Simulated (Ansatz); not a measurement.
```yaml
crystal:
  periodic: [false, false, false]
  atoms:
    - {symbol: C, position_ang: [-0.176596, 0.830729, 1.338077]}
    - {symbol: C, position_ang: [-0.554907, -0.120243, 0.488455]}
    - {symbol: Si, position_ang: [1.391281, -2.373045, -1.015877]}
    - {symbol: Cl, position_ang: [1.091281, -2.373045, -1.065877]}
    - {symbol: Cl, position_ang: [-0.776009, -0.179106, -2.697198]}
    - {symbol: H, position_ang: [0.703052, 1.442798, 1.157555]}
    - {symbol: H, position_ang: [-0.725833, 1.042212, 2.250846]}
    - {symbol: H, position_ang: [-1.441484, -0.711822, 0.704678]}
    - {symbol: H, position_ang: [1.563665, 0.466553, -1.147087]}
basis:
  gaussian: {orbitals: STO-3G, final_grid: {core_spheres: 20, valence_spheres: 16, degree: 47}}
hamiltonian: {xc: {name: r2SCAN}}
output: {forces: true}
```

```sh
$ ansatz run in.yaml --threads 4 --pin off --events-out ev --progress --plain --max-ram 10444MiB
```

It prints (some lines left out):

```
Functional definition: r2SCAN
488 factors; integrals over basis functions are off by at most 3.5e-5 eV
mean field evaluation 1: about -32065.2639 eV, gradient 9.8e1 eV
mean field evaluation 2: about -32026.1272 eV, gradient 9.7e1 eV
mean field evaluation 4: about -32092.4901 eV, gradient 5.3e1 eV
mean field evaluation 8: about -32040.7465 eV, gradient 4.2e1 eV
mean field evaluation 16: about -32114.2112 eV, gradient 1.5e0 eV
mean field evaluation 64: about -32114.2003 eV, gradient 1.6e0 eV
a density is far from that of the atoms, so the factors are made again for it
539 factors; integrals over basis functions are off by at most 2.7e-5 eV
mean field -32114.25081671 eV, -1180.1769496931 hartree, gradient 1.0e-5 eV, S^2 0.000000; 0 other end points of the search recorded, 0 dependent functions left out
reference -32114.25082339 eV, -1180.1769499387 hartree; 32, 32 occupied and 9, 9 virtual orbitals, 539 factors
Total energy: -32114.25082339 eV, -1180.1769499387 hartree
Atom 0 at    -0.176596     0.830729     1.338077 Å, force     0.725018    -0.581029    -1.731255 eV/Å
Atom 1 at    -0.554907    -0.120243     0.488455 Å, force     0.546322     0.914958     0.506154 eV/Å
Atom 2 at     1.391281    -2.373045    -1.015877 Å, force 17283.428092     6.647621  2882.378595 eV/Å
Atom 3 at     1.091281    -2.373045    -1.065877 Å, force -17284.200892    -3.969129 -2882.633562 eV/Å
Atom 4 at    -0.776009    -0.179106    -2.697198 Å, force     0.780685    -0.102937     1.587850 eV/Å
Atom 5 at     0.703052     1.442798     1.157555 Å, force     0.380514     0.474385     0.099973 eV/Å
Atom 6 at    -0.725833     1.042212     2.250846 Å, force    -0.464028     0.019366     0.661956 eV/Å
Atom 7 at    -1.441484    -0.711822     0.704678 Å, force    -0.719824    -0.997099    -0.699862 eV/Å
Atom 8 at     1.563665     0.466553    -1.147087 Å, force    -0.475886    -2.406136    -0.169849 eV/Å
Dipole moment:    -0.557184    -0.402220     0.646938 e Å
```

In this input one atom was put on top of another. The calculation finished and met its thresholds. The result belongs to that input, not to the molecule as meant.
